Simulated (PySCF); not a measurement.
Compound: C₄H₁₀OSi.
Geometry (PBE0-D3(BJ)/def2-SVP, Å), atoms numbered from 1 in this order:
```xyz
16
C4H10OSi angstrom
C      0.955    0.990   -0.667
C      1.593   -0.062    0.251
Si     0.188   -1.002    1.110
C     -1.268   -0.770   -0.073
C     -1.394    0.716   -0.445
O     -0.253    1.485   -0.134
H      0.782    0.569   -1.677
H      1.618    1.860   -0.793
H      2.230    0.421    1.008
H      2.238   -0.749   -0.320
H     -0.104   -0.445    2.466
H      0.506   -2.457    1.266
H     -2.212   -1.157    0.342
H     -1.046   -1.388   -0.960
H     -1.636    0.827   -1.521
H     -2.212    1.181    0.124
```

Computed, not measured: TDDFT CAM-B3LYP/def2-SVPD, vertical, gas phase, core orbitals frozen in the response in PySCF 2.14.0, density-fitted response routines.

Transition dipole moments from the ground state, in atomic units and in the frame of the coordinates above (overall signs are arbitrary), for the states with f of 0.002 or more among the lowest 8:

| state | E (hartree) | μx | μy | μz |
| --- | --- | --- | --- | --- |
| S1 | 0.2602 | 0.051 | 0.020 | -0.269 |
| S3 | 0.2885 | 0.188 | -0.046 | 0.088 |
| S4 | 0.2944 | -0.078 | -0.009 | -0.267 |
| S5 | 0.2978 | 0.292 | -0.018 | 0.101 |
| S6 | 0.3013 | 0.146 | 0.147 | -0.242 |
| S7 | 0.3040 | -0.111 | 0.050 | 0.195 |
| S8 | 0.3053 | -0.259 | -0.037 | -0.123 |

(1) What oscillator strength does each state have?

(2) Which bond between heavy atoms lies closest to the direction of the S6 transition dipole?

(3) What angle do the transition dipoles of S1 and S5 make?

(4) How is the summed strength of these states shared among x, y and z?

Results:

(1) f = (2/3) ΔE |μ|² with ΔE in hartree (27.2114 eV).

| state | \|μ\|² (au) | \|μ\| (D) | f |
| --- | --- | --- | --- |
| S1 | 0.076 | 0.70 | 0.013 |
| S3 | 0.045 | 0.54 | 0.009 |
| S4 | 0.077 | 0.71 | 0.015 |
| S5 | 0.096 | 0.79 | 0.019 |
| S6 | 0.102 | 0.81 | 0.020 |
| S7 | 0.053 | 0.58 | 0.011 |
| S8 | 0.084 | 0.74 | 0.017 |

(2) C2–Si3, at 24° from it; next C4–C5 and C1–C2 at 54°.

(3) |cos θ| = |μa·μb| / (|μa| |μb|) = 0.15, so θ ≈ 82° (taken between 0 and 90°, since the signs are arbitrary).

(4) (2/3) Σ ΔE μα² gives 0.046 for x, 0.006 for y and 0.053 for z, 0.104 in all.

All these states lie below the vertical ionisation energy of 9.62 eV (ΔSCF).

One conformer stands for the species.

Without π bonds the low states may be Rydberg-like; a valence basis with one diffuse set may place them up to an eV too high.
